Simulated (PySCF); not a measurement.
Shapes and spin states of AuH₅

Method: PBE0 in PySCF with Au def2-TZVP with ECP60, H def2-TZVP; scalar-relativistic core potentials, no spin–orbit coupling; density-fitted integrals.

Relaxations began from a few typed shapes and spin states; open shells are unrestricted. The search is not exhaustive: other isomers or separated fragments can lie lower, and high-lying points may rest on an excited occupation.

```tsv
spin	group	bonds	angles	imaginary modes (cm⁻¹)	ΔE (kJ/mol)	ΔE with ZPE (kJ/mol)
singlet	C2v	Au–H 1.539 Å, Au–H 1.631 Å (×2), Au–H 1.825 Å (×2), H–H 0.825 Å	Au–H–H 76.9° (×2), H–Au–H 26.1°, H–Au–H 81.0° (×2), H–Au–H 86.0° (×2), H–Au–H 107.1° (×2)	none	0.0	0.0
singlet	C4v	Au–H 1.490 Å, Au–H 1.627 Å (×4)	H–Au–H 88.4° (×4), H–Au–H 90.0° (×4), H–Au–H 176.8° (×2)	675i, 675i	219.4	–
triplet	C2v	Au–H 1.668 Å (×4), Au–H 1.726 Å	H–Au–H 42.7° (×2), H–Au–H 95.0° (×4), H–Au–H 136.0° (×2), H–Au–H 170.0° (×2)	1044i	312.2	–
triplet	D3h	Au–H 1.627 Å (×2), Au–H 1.649 Å (×3)	H–Au–H 90.0° (×6), H–Au–H 120.0° (×3), H–Au–H 180.0°	3 found	349.2	–
```

The lowest minimum found is the singlet C2v: Au–H 1.539 Å, Au–H 1.631 Å (×2), Au–H 1.825 Å (×2), H–H 0.825 Å; Au–H–H 76.9° (×2), H–Au–H 26.1°, H–Au–H 81.0° (×2), H–Au–H 86.0° (×2), H–Au–H 107.1° (×2).

For the lowest minimum: stability towards spin polarisation was not tested. Spin–orbit coupling, left out here, can matter for elements this heavy.
